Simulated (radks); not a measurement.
Neutral scandium inside a hard spherical wall (all orbitals vanish at R), configuration held at [Ar] 3d1 4s2 and not refilled when levels cross. Method: scalar-relativistic Kohn-Sham, LDA (Slater exchange, VWN5 correlation), spin-polarised, spherical densities, finite nucleus; open shells are filled with parallel spins first; Fermi nuclear charge, rms radius 3.5459 fm; computed with a radial shooting solver on a logarithmic mesh with Libxc functionals. Eigenvalues in eV for spin up, with the zero of energy where the potential of the charges vanishes at infinity; a dash marks a level that is unbound or too diffuse for the functional's potential to be trusted. A positive occupied level is held by the wall or, in an anion where self-interaction has pushed it up, behind a barrier. The pressure on the wall is -dE/dV.

R (bohr)  E (hartree)  kinetic (hartree)    e(3s)    e(3p)   e(4s)   e(3d)  e(4p, empty)  e(5s, empty)  pressure (GPa)
free       -762.33177            767.655  -55.016  -33.871  -4.415  -3.698        -1.580        -0.079               0
20         -762.33177            767.655  -55.016  -33.871  -4.415  -3.698        -1.580         0.026        < 0.0001
15         -762.33176            767.655  -55.016  -33.870  -4.415  -3.697        -1.575         0.302        < 0.0001
6          -762.25569            768.034  -52.947  -31.833  -2.398  -1.820         1.606        14.196            4.99
5          -762.12032            768.539  -51.047  -29.982   0.199  -0.022         5.168        25.849            20.7
3          -760.09908            774.956  -39.420  -18.516  29.394  13.115        39.922        118.82             828
1.5        -726.37367            863.187   50.172   76.463  335.32  112.35        343.35        774.78           91100
